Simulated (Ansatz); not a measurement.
`[F][Sn][F]` + silanol → `[F][Sn][O][SiH3]` + H–F  (ligand exchange at the Sn–F bond)

Computed with Ansatz on PBE0-D4/def2-TZVP structures; ΔE is electronic, products minus reactants. CCSD(T)/CBS adds triple-zeta CCSD(T) − MP2 to the extrapolated MP2 energy (def2 sets, frozen cores). This one scheme is used for every species. DFT in def2-TZVPP. def2 core potentials past Kr. For Sn outer-core shells are correlated without core-valence functions, which leaves a few kJ/mol of doubt a bond. Each species was taken in one conformer, which may not be the lowest.

```json
{"level": "BLYP-D4", "ΔE (kJ/mol)": "21.5"}
{"level": "PBE0-D4", "ΔE (kJ/mol)": "17.6"}
{"level": "ωB97M-V", "ΔE (kJ/mol)": "20.4"}
{"level": "BLYP", "ΔE (kJ/mol)": "32.6"}
{"level": "LC-ωPBE", "ΔE (kJ/mol)": "26.6"}
{"level": "RPA@PBE/def2-TZVPP", "ΔE (kJ/mol)": "10.7"}
{"level": "MP2/def2-SVP", "ΔE (kJ/mol)": "8.1"}
{"level": "HF/def2-QZVPP", "ΔE (kJ/mol)": "22.5"}
```

(1) What does CCSD(T)/CBS give? (An estimate is asked.)

Largest T1 diagnostic among the species: 0.017.

Answers

(1) Computed: +11.0 kJ/mol. The listed levels differ from it by 10.5, 6.6, 9.4, 21.6, 15.6, -0.3, -2.9, 11.5 kJ/mol.

Leaving LDA and LC-ωPBE aside and taking each functional with its dispersion term where it has one, the values, not all of them listed here, spread over 11.2 kJ/mol, from PBE-QIDH to B97M-V. LDA lies −7.0 kJ/mol from PBE without D4. From PBE to PBE0 (25 % exact exchange), in def2-TZVPP and without D4, ΔE moves by −5.1 kJ/mol.
